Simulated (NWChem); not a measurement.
System: C2H5FOSi; SMILES [SiH](F)(O)C=C

```xyz
10

Si     0.0075    -0.5164    -0.4262
O      0.7710    -1.6843     0.4638
F     -1.5562    -0.4175    -0.0224
C      0.7190     1.1752    -0.1314
C     -0.0265     2.2044     0.2948
H      0.1028    -0.9862    -1.8231
H      0.9146    -1.4855     1.4001
H      1.7823     1.3446    -0.3135
H      0.3886     3.1964     0.4678
H     -1.0914     2.0933     0.4875
```
Atoms are numbered in this order, from 1.

All runs: NWChem. Pople sets run with spherical d functions. The geometry was optimised at B3LYP/6-31G* (spherical d). Level: B3LYP/6-31G* with SMD (1 M gas to 1 M solution), gas-phase geometry. Reactions with the solvent are ignored.

For solvent water:

```
Item                                         Result
-------------------------------------------  ------
cavity-dispersion-structure term (kcal/mol)     4.2
dipole in solution (D)                         2.93
```

Problem. Estimate the same quantities for solvent toluene.

Solution. 
- cavity-dispersion-structure term (kcal/mol): -0.5
- dipole in solution (D): 2.58
